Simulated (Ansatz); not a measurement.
Consider the ligand exchange at the Si–S bond: `[SiH3]SS` + `N[SiH2]F` → `F[SiH2]N[SiH3]` + `SS`.

Program: Ansatz. Geometries: PBE0-D4/def2-TZVP. ΔE: electronic, gas phase. CCSD(T)/CBS is the MP2 limit (def2-TZVPP, def2-QZVPP) plus CCSD(T) − MP2 in def2-TZVPP, frozen cores. This one scheme is used for every species. Each species was taken in one conformer, which may not be the lowest.

`[SiH3]SS`:

```xyz
7

Si    0.216    0.979   -0.134
S     0.340   -0.575    1.338
S    -1.016   -1.864    0.465
H    -1.178    1.469   -0.245
H     0.677    0.469   -1.449
H     1.115    2.064    0.339
H    -0.154   -2.543   -0.314
```

`N[SiH2]F`:

```xyz
7

N    -0.858    0.596   -0.082
Si    0.465   -0.446    0.112
F     1.827    0.068   -0.563
H    -0.963    1.431    0.470
H    -1.371    0.651   -0.946
H     0.147   -1.731   -0.549
H     0.753   -0.569    1.558
```

`F[SiH2]N[SiH3]`:

Cartesian coordinates in Å:
```
F 0.470 2.223 1.173
Si 0.533 1.428 -0.216
N -0.566 0.125 -0.277
Si -0.321 -1.507 0.255
H 0.183 2.412 -1.265
H 1.908 0.899 -0.333
H -1.505 0.359 -0.567
H -1.168 -1.842 1.431
H 1.111 -1.624 0.625
H -0.646 -2.472 -0.828
```

`SS`:

Z-matrix (Å, degrees):
```
S
S 1 2.046
H 1 1.347 2 98.6
H 2 1.347 1 98.6 3 -90.5
```

```
         species  MP2/def2-TZVPP energy (Eh)
      `[SiH3]SS`                 -1086.86078
      `N[SiH2]F`                  -445.92759
`F[SiH2]N[SiH3]`                  -736.17875
            `SS`                  -796.60764
```

(1) Work out ΔE.

Largest T1 diagnostic among the species: 0.012.

## Answers

(1) ΔE = (-736.17875) + (-796.60764) − (-1086.86078) − (-445.92759) = 0.00198 Eh = +5.2 kJ/mol. CCSD(T)/CBS gives +4.8 kJ/mol.

Leaving LDA and LC-ωPBE aside and taking each functional with its dispersion term where it has one, the values, not all of them listed here, spread over 14.0 kJ/mol, from CAM-B3LYP-D4 to PBE-D4. In def2-TZVPP, CCSD(T) changes the Hartree–Fock value by +7.7 kJ/mol (the triples alone add +2.3 kJ/mol) and MP2 by +11.0 kJ/mol. At CCSD(T), def2-SVP lies −5.4 kJ/mol from the extrapolated value and def2-TZVPP −3.0 kJ/mol.
